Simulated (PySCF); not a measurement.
C4H9FSi, SMILES CC/C=C(\F)[SiH3].

The structure is a stationary point at PBE0-D3(BJ)/def2-SVP. The structure was generated by enumeration; whether it is a known compound was not checked. The values are those of a single conformer.

These are PBE0-D3(BJ)/def2-SVP (PySCF) values and carry that method's errors.

Frequencies are harmonic and unscaled.

```
mode  ν (cm⁻¹)  IR (km/mol)  moving atoms (share of kinetic energy)
----  --------  -----------  --------------------------------------
1           54          0.2                  C 48 %, H 35 %, F 16 %
2          104          0.4          C 40 %, H 37 %, Si 15 %, F 8 %
3          140          0.1                          H 76 %, C 15 %
4          165          0.4         H 51 %, C 27 %, F 12 %, Si 10 %
5          239          0.6                  H 57 %, F 21 %, C 20 %
6          286          3.5                  H 39 %, F 35 %, C 24 %
7          336          0.7                          C 59 %, H 32 %
8          422         10.9         Si 48 %, C 27 %, H 15 %, F 10 %
9          529          8.1                          C 53 %, H 40 %
10         649         40.1                         H 78 %, Si 14 %
11         691         40.8                  H 57 %, C 33 %, Si 8 %
12         739          1.7                  H 54 %, C 30 %, F 13 %
13         833         11.4                  H 51 %, C 35 %, F 13 %
14         875          4.0                          H 81 %, C 18 %
15         913        178.5                          H 76 %, C 20 %
16         923         93.3                          H 64 %, C 29 %
17         930         45.3                                  H 97 %
18         952         50.8                                  H 97 %
19        1051         34.0                          H 55 %, C 38 %
20        1089          5.4                          C 53 %, H 47 %
21        1102         34.2                   C 61 %, H 29 %, F 9 %
22        1191         29.0                          C 57 %, H 38 %
23        1273          6.3                          H 76 %, C 23 %
24        1297         18.5                          H 69 %, C 29 %
25        1363         11.4                          H 59 %, C 39 %
26        1394          2.0                          H 75 %, C 25 %
27        1456          2.3                                  H 93 %
28        1468          8.2                                  H 97 %
29        1477          4.7                                  H 93 %
30        1748         13.6                                  C 95 %
31        2239         78.6                                  H 99 %
32        2241        101.4                                  H 96 %
33        2250         96.7                                  H 96 %
34        3053         18.4                                  H 94 %
35        3055         26.3                                  H 97 %
36        3130          0.2                           H 91 %, C 9 %
37        3151         22.5                           H 91 %, C 9 %
38        3157         17.8                          H 90 %, C 10 %
39        3191          4.4                           H 92 %, C 8 %
```
